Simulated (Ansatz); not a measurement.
Calculated with Ansatz (gas phase, PBE0-D4/def2-TZVP geometries, no zero-point term in ΔE). CBS: MP2 limit from def2 TZ/QZ plus the TZ coupled-cluster correction, frozen cores. DFT in def2-TZVPP. B3LYP here is the variant with VWN-RPA as its local correlation; programs differ in this. For Br outer-core shells are correlated without core-valence functions, which leaves a few kJ/mol of doubt a bond. Scalar relativity is left out up to krypton. Each species was taken in one conformer, which may not be the lowest.

`B[SiH](F)BCl` + HBr → `ClBBr` + `B[SiH2]F`  (cleavage of the B–Si bond)

```tsv
level	ΔE (kJ/mol)
PBE0-D4	-91.5
B3LYP	-97.3
```

(1) What does CCSD(T)/CBS give? (Best estimate.)

Largest T1 diagnostic among the species: 0.014.

Answers

(1) Computed: -98.1 kJ/mol. The listed levels differ from it by 6.6, 0.8 kJ/mol.

The D4 term adds +3.7 kJ/mol with B3LYP and +2.4 kJ/mol with PBE0; it sums over pairs of atoms, weighted by their polarisabilities, and B3LYP, whose exchange is more repulsive, gets the larger term. From PBE to PBE0 (25 % exact exchange), in def2-TZVPP and without D4, ΔE moves by −3.8 kJ/mol. Leaving LDA and LC-ωPBE aside and taking each functional with its dispersion term where it has one, the values, not all of them listed here, spread over 13.9 kJ/mol, from B2PLYP to revPBE-D4.
